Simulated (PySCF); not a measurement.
Species: C₅H₁₁NSi.
SMILES with atom numbers: `[CH:1]#[C:2][CH2:3][C@@H:4]([CH3:5])[NH:6][SiH3:7]` (hydrogens: H8 on C1; H9, H10 on C3; H11 on C4; H12, H13, H14 on C5; H15 on N6; H16, H17, H18 on Si7)

Structure used (GFN2-xTB), in Å, numbered top down from 1:
```xyz
18
C5H11NSi angstrom
C      2.5666    1.3461   -1.0448
C      2.0832    0.3375   -0.6186
C      1.4439   -0.8549   -0.1031
C      0.0248   -0.5504    0.4181
C      0.0798    0.4321    1.5902
N     -0.7902   -0.0652   -0.6685
Si    -2.4891   -0.2640   -0.7759
H      3.0161    2.2165   -1.4198
H      1.3751   -1.5941   -0.9056
H      2.0522   -1.2711    0.7041
H     -0.4248   -1.4882    0.7635
H     -0.9281    0.6588    1.9294
H      0.6426    0.0094    2.4195
H      0.5611    1.3569    1.2773
H     -0.3719    0.7511   -1.0919
H     -2.7351   -1.6985   -0.6137
H     -2.8263    0.2327   -2.1066
H     -3.2887    0.4513    0.2347
```

Computed at PBE0/pcSseg-1 (PySCF, non-relativistic), with Q(14N) = 0.02044 b: N6, 14N (I = 1): χzz = -4.959 MHz, η = 0.348.

Problem. Where would the pure quadrupole (NQR) lines of 14N at N6 fall for the rigid, isolated species?

Solution. From ν± = (3/4)|χ|(1 ± η/3) and ν0 = |χ|η/2: ν+ 4.151 MHz, ν− 3.288 MHz, ν0 0.863 MHz (silicon-bound nitrogen).

In a crystal, neighbours and librations shift these lines. GFN2-xTB bond lengths can be off by several hundredths of an ångström, more for odd bonds, and the gradients follow them. The small basis limits the accuracy of the gradients.

One conformer stands for the species.
